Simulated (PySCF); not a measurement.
CH6ClFSi2, SMILES C[Si@@](F)([SiH3])Cl.

Geometry optimised at PBE0-D3(BJ)/def2-SVP. The structure was generated by enumeration; whether it is a known compound was not checked.

All values below come from CAM-B3LYP/def2-TZVP in PySCF.

Gas-phase values at a fixed geometry.

Computed frontier levels, gap, dipole moment and polarisability:
```json
{
  "highest_occupied_level": "-9.52 eV",
  "lowest_empty_level": "0.85 eV",
  "orbital_gap": "10.37 eV",
  "dipole_moment": "2.16 D",
  "quadrupole, principal values (traceless, Buckingham form, about the centre of nuclear charge)": "-4.03, -0.74, 4.77 D·Å",
  "mean_static_polarisability": "76.3 bohr³ (11.30 Å³)",
  "polarisability_principal_values": "64.9, 78.0, 85.9 bohr³"
}
```
